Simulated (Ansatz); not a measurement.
`CO[SiH](F)[O][GeH3]` + `CC` → `[CH3][GeH3]` + `CO[SiH](F)OC`  (formal exchange of groups at a Ge–O bond)

Gas-phase electronic energies from Ansatz, PBE0-D4/def2-TZVP geometries. CBS: MP2 limit from def2 TZ/QZ plus the TZ coupled-cluster correction, frozen cores. This one scheme is used for every species. DFT in def2-TZVPP. For Ge outer-core shells are correlated without core-valence functions, which leaves a few kJ/mol of doubt a bond. Scalar relativity is left out up to krypton. Each species was taken in one conformer, which may not be the lowest.

`CO[SiH](F)[O][GeH3]`:

Z-matrix (Å, degrees):
```
C
O 1 1.411
H 1 1.095 2 111.3
H 1 1.091 2 108.2 3 119.1
H 1 1.094 2 111.2 3 -121.5
Si 2 1.627 1 125.4 3 61.2
O 6 1.605 2 108.0 1 172.6
F 6 1.595 2 108.4 1 52.6
H 6 1.473 2 112.7 1 -64.6
Ge 7 1.786 6 133.3 2 -23.6
H 10 1.535 7 108.7 6 -45.6
H 10 1.534 7 107.9 6 75.6
H 10 1.533 7 104.8 6 -165.2
```

`CC`:

Z-matrix (Å, degrees):
```
C
C 1 1.519
H 1 1.093 2 111.4
H 1 1.093 2 111.4 3 120.0
H 1 1.093 2 111.4 3 -120.0
H 2 1.093 1 111.4 3 180.0
H 2 1.093 1 111.4 3 -60.0
H 2 1.093 1 111.4 3 60.0
```

`[CH3][GeH3]`:

Z-matrix (Å, degrees):
```
C
Ge 1 1.953
H 1 1.091 2 110.3
H 1 1.090 2 110.3 3 120.0
H 1 1.090 2 110.3 3 -120.0
H 2 1.539 1 110.4 3 -59.8
H 2 1.539 1 110.4 3 60.2
H 2 1.539 1 110.4 3 -179.8
```

`CO[SiH](F)OC`:

```xyz
13

C     1.782    1.375    0.350
O     0.587    0.809   -0.145
Si    0.374   -0.742   -0.574
F     0.953   -1.654    0.602
O    -1.199   -1.008   -0.802
C    -2.252   -0.638    0.066
H     2.564    1.382   -0.416
H     2.149    0.828    1.224
H     1.574    2.405    0.642
H     1.083   -1.120   -1.806
H    -2.249   -1.258    0.967
H    -3.193   -0.792   -0.463
H    -2.174    0.413    0.355
```

CCSD(T)/CBS gives +105.8 kJ/mol.

Task: Another level gave +104.6 kJ/mol. Which?
A. PBE/def2-TZVPP
B. B97M-V/def2-TZVPP
C. PBE0-D4/def2-TZVPP
D. r2SCANh-D4/def2-TZVPP

Result: D. r2SCANh-D4 104.6, PBE 95.5, B97M-V 109.7, PBE0-D4 100.4 kJ/mol.

Largest T1 diagnostic among the species: 0.012.

In def2-TZVPP, CCSD(T) changes the Hartree–Fock value by −8.5 kJ/mol (the triples alone add −0.9 kJ/mol) and MP2 by −4.3 kJ/mol. From BLYP to BHLYP (50 % exact exchange), in def2-TZVPP and without D4, ΔE moves by +8.7 kJ/mol. Leaving LDA and LC-ωPBE aside and taking each functional with its dispersion term where it has one, the values, not all of them listed here, spread over 13.5 kJ/mol, from PBE-D4 to BHLYP-D4. LDA lies −3.1 kJ/mol from PBE without D4.
